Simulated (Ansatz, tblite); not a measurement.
Cost and result up the ladder for Pt₂H₃⁻ (the lowest singlet isomer of a short search) (5 atoms). The state is a singlet with charge -1. Geometry: r2SCAN-D4/def2-TZVPD.

Cartesian coordinates in Å:
```
Pt 0.346 1.158 1.430
Pt -0.197 -0.239 -0.579
H 0.202 -0.421 -2.063
H 1.065 0.358 2.513
H -1.417 -0.856 -1.301
```

Ansatz on 4 threads of Arm Neoverse V1 on a shared host; xTB runs through tblite on one thread. Times are rough, summed over both states, and most runs start from the orbitals of an earlier one. PBE-QIDH/def2-TZVPD serves as the yardstick here, not as an exact answer. The other state is a triplet at its own geometry.

In the def2 sets Pt takes a core potential; there is no spin–orbit coupling. The xTB rows come from tblite. Correlated methods freeze no core orbitals; core or outer-core shells of Pt are correlated, in sets that lack core-valence functions. The structure comes from a short search, and lower isomers may exist.

xTB has no spin-polarisation term.

```
                          level  functions  triplet − singlet (eV)  difference from PBE-QIDH/def2-TZVPD (eV)                    remarks
            BHLYP-D4/def2-TZVPD        113                    1.06                                     -0.24                          –
            PBE-QIDH/def2-TZVPD        113                    1.30                                      0.00                          –
          r2SCAN0-D4/def2-TZVPD        113                    1.02                                     -0.28                          –
                       GFN1-xTB         24                    1.46                                      0.16                          –
PBE-D4/def2-TZVPD (with forces)        113                    1.21                                     -0.09  HOMO above zero (triplet)
              B97M-V/def2-TZVPD        113                    1.07                                     -0.23  HOMO above zero (triplet)
          r2SCANh-D4/def2-TZVPD        113                    1.06                                     -0.24                          –
             RPA@PBE/def2-TZVPD        113                    1.09                                     -0.21                          –
           r2SCAN-D4/def2-TZVPD        113                    1.08                                     -0.22  HOMO above zero (triplet)
             PBE0-D4/def2-TZVPD        113                    1.12                                     -0.18                          –
                       GFN2-xTB         21                    0.82                                     -0.48                          –
```

Q: Estimate how long each takes.

A: GFN2-xTB 0.004 s; GFN1-xTB 0.005 s; PBE-D4/def2-TZVPD (with forces) 3.2 s; RPA@PBE/def2-TZVPD 5.5 s; r2SCAN-D4/def2-TZVPD 6.6 s; r2SCANh-D4/def2-TZVPD 7 s; BHLYP-D4/def2-TZVPD 7.9 s; PBE-QIDH/def2-TZVPD 8.1 s; PBE0-D4/def2-TZVPD 8.2 s; B97M-V/def2-TZVPD 12 s; r2SCAN0-D4/def2-TZVPD 13 s. On shared hardware such times vary by a factor of up to 3.
